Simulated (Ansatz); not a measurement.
Ansatz (an electronic-structure program) input (CCSD(T)/def2-SVPD):

Ansatz 0.2 input:
```yaml
crystal:
  periodic: [false, false, false]
  atoms:
    - {symbol: Ca, position_ang: [-0.00000000, -0.00000000, -0.64726545]}
    - {symbol: O, position_ang: [0.00000000, 0.00000000, 1.33220972]}
    - {symbol: H, position_ang: [0.00000000, 0.00000000, 2.28763111]}
basis:
  gaussian:
    orbitals: def2-SVPD
magnetization: {spin_polarized: true, initial_magnetization: 1}
correlation: {method: ccsd_t, electrons: outside_noble_gas}
output: {forces: true}
```

Output:

```
Functional definition: HF
integrals: 0.05 GiB planned
609 factors; integrals over basis functions are off by at most 1.2e-3 eV
mean field: 0.15 GiB planned
mean field evaluation 1: about -20461.3709 eV, gradient 3.3e1 eV
mean field evaluation 2: about -20461.3996 eV, gradient 3.3e1 eV
mean field evaluation 4: about -20465.8415 eV, gradient 1.7e0 eV
mean field evaluation 8: about -20465.9254 eV, gradient 3.6e-1 eV
mean field evaluation 16: about -20465.9327 eV, gradient 2.4e-6 eV
mean field evaluation 32: about -20461.6997 eV, gradient 5.8e-4 eV
mean field evaluation 64: about -20463.9995 eV, gradient 1.7e-1 eV
mean field evaluation 96: about -20460.0520 eV, gradient 1.8e0 eV
mean field evaluation 128: about -20462.6155 eV, gradient 3.5e0 eV
mean field evaluation 160: about -20459.3908 eV, gradient 1.1e1 eV
mean field evaluation 192: about -20461.6997 eV, gradient 1.3e-3 eV
mean field evaluation 224: about -20461.0680 eV, gradient 7.1e-3 eV
mean field evaluation 256: about -20460.9639 eV, gradient 2.2e-2 eV
mean field evaluation 288: about -20464.0021 eV, gradient 2.2e-2 eV
mean field -20465.93269879 eV, -752.1091543732 hartree, gradient 2.4e-6 eV, S^2 0.750261; 6 other end points of the search recorded, 0 dependent functions left out
determinant -20465.93269879 eV, -752.1091543732 hartree, with singles and doubles -20472.09400597 eV, -752.3355782357 hartree
determinant -20464.00211606 eV, -752.0382067663 hartree, with singles and doubles -20470.17010702 eV, -752.2648762533 hartree
determinant -20463.52283270 eV, -752.0205934279 hartree, with singles and doubles -20469.79257731 eV, -752.2510022923 hartree
determinant -20462.61141979 eV, -751.9870996212 hartree, with singles and doubles -20468.82903733 eV, -752.2155928512 hartree
10 core orbitals not correlated
reference -20465.93269879 eV, -752.1091543732 hartree; 5, 4 occupied and 43, 44 virtual orbitals, 609 factors
densities: 0.19 GiB planned
second order -6.10337815 eV of doubles, -0.00000000 eV of singles
coupled cluster: 0.15 GiB planned
cycle   1  -6.15441146 eV  change   -1.2e-1 eV  update   1.8e-2
cycle   2  -6.16818802 eV  change   -1.4e-2 eV  update   5.7e-3
cycle   3  -6.16808276 eV  change    1.1e-4 eV  update   3.5e-3
cycle   4  -6.16918127 eV  change   -1.1e-3 eV  update   1.4e-3
cycle   5  -6.16935720 eV  change   -1.8e-4 eV  update   6.6e-4
cycle   6  -6.16929837 eV  change    5.9e-5 eV  update   2.4e-4
cycle   7  -6.16933346 eV  change   -3.5e-5 eV  update   9.9e-5
cycle   8  -6.16932782 eV  change    5.6e-6 eV  update   3.6e-5
cycle   9  -6.16932655 eV  change    1.3e-6 eV  update   1.4e-5
cycle  10  -6.16932767 eV  change   -1.1e-6 eV  update   4.7e-6
cycle  11  -6.16932732 eV  change    3.6e-7 eV  update   1.8e-6
cycle  12  -6.16932742 eV  change   -1.1e-7 eV  update   6.7e-7
perturbative correction -0.17183170 eV, -0.0063146986 hartree
the calculation of the forces begins
Total energy: -20472.27385792 eV, -752.3421876729 hartree
Atom 0 at    -0.000000    -0.000000    -0.647265 Å, force    -0.000000     0.000000    -1.253946 eV/Å
Atom 1 at     0.000000     0.000000     1.332210 Å, force     0.000000    -0.000000     1.135420 eV/Å
Atom 2 at     0.000000     0.000000     2.287631 Å, force    -0.000000     0.000000     0.118526 eV/Å
Dipole moment:    -0.000000    -0.000000    -0.148962 e Å
```

It need not be the lowest isomer of its formula.
